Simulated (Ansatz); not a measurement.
Geometry optimisation, RKS PBE-D4/def2-SVP (Ansatz 0.2.0).

Input file:

```yaml
crystal:
  periodic: [false, false, false]
  atoms:
    - { symbol: O, position_ang: [-1.5905, 0.8048, -0.9501] }
    - { symbol: C, position_ang: [-1.1343, -0.3547, -0.4548] }
    - { symbol: Si, position_ang: [0.7056, -0.2756, -0.3834] }
    - { symbol: B, position_ang: [1.75727, -1.85865, -1.148] }
    - { symbol: O, position_ang: [1.32891, -1.69179, 0.25688] }
    - { symbol: H, position_ang: [-1.6093, 1.5224, -0.2194] }
    - { symbol: H, position_ang: [-1.5213, -0.5607, 0.5597] }
    - { symbol: H, position_ang: [-1.3803, -1.1636, -1.1392] }
    - { symbol: H, position_ang: [1.40729, 0.78348, 0.30404] }
    - { symbol: H, position_ang: [2.52658, -2.05597, -1.98489] }
basis:
  gaussian: { orbitals: def2-SVP }
hamiltonian:
  xc: pbe
  dispersion: d4
relax:
  f_tol: 0.015
  max_steps: 40
```

Command:

```bash
$ ansatz run input.yaml --threads 2 --pin off --max-ram 3072MiB --backend cpu --events-out ev --progress --plain --runs-dir out
```

Problem. Where does it end, and by what steps?

Solution. The run converged. After 15 steps the energy has fallen by 1.701 eV; H10 moved furthest, 0.56 Å.

```csv
step,energy less start (eV),largest force component (eV/Å),accepted
0,0.0000,4.785,yes
1,-1.2943,1.888,yes
2,-1.6206,1.047,yes
3,-1.6378,0.709,yes
4,-1.6848,0.220,yes
5,-1.6910,0.066,yes
6,-1.6955,0.051,yes
7,-1.6974,0.086,yes
8,-1.6985,0.051,yes
9,-1.6994,0.047,yes
10,-1.7003,0.050,yes
11,-1.7007,0.056,yes
12,-1.7008,0.042,yes
13,-1.7009,0.027,yes
14,-1.7009,0.020,yes
15,-1.7009,0.005,yes
```

```xyz
10
Properties=species:S:1:pos:R:3
O -1.748 0.968 -0.635
C -1.195 -0.339 -0.523
Si 0.714 -0.267 -0.680
B 1.923 -1.725 -1.068
O 1.493 -1.681 0.199
H -1.424 1.488 0.125
H -1.472 -0.864 0.427
H -1.626 -0.946 -1.346
H 1.163 1.005 -0.005
H 2.660 -2.489 -1.652
```

Whether the end is a true minimum wasn't checked by a vibrational analysis.

The run took 11 s on 2 threads of AMD EPYC 9B45 (Zen 5), on a shared host, peak memory 0.17 GiB.
